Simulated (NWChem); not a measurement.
Molecule: CH4S2Te; SMILES S(C)[Te]S

```xyz
8

Te     0.6567    -0.3777    -0.0719
S     -1.3060    -1.7879     0.0517
H     -1.2093    -2.0915     1.3664
S     -0.1705     1.7575     0.6312
C     -0.9780     2.4168    -0.8559
H     -0.2758     2.4970    -1.6966
H     -1.3342     3.4223    -0.5847
H     -1.8401     1.7972    -1.1379
```
Atoms are numbered in this order, from 1.

Results from NWChem. Structure relaxed at the PBE0/def2-SVP level. def2 effective core potentials on Te; no spin-orbit coupling.

For level LC-wPBE (HJS exchange hole, range parameter 0.4 per bohr)/def2-SVP:

```
Property                     Value
---------------------------  -----
highest occupied level (eV)  -9.16
orbital gap (eV)              9.61
```

Task: What are these values for level B3PW91/def2-SVP?

Result: 
- highest occupied level (eV): -6.36
- orbital gap (eV): 4.52
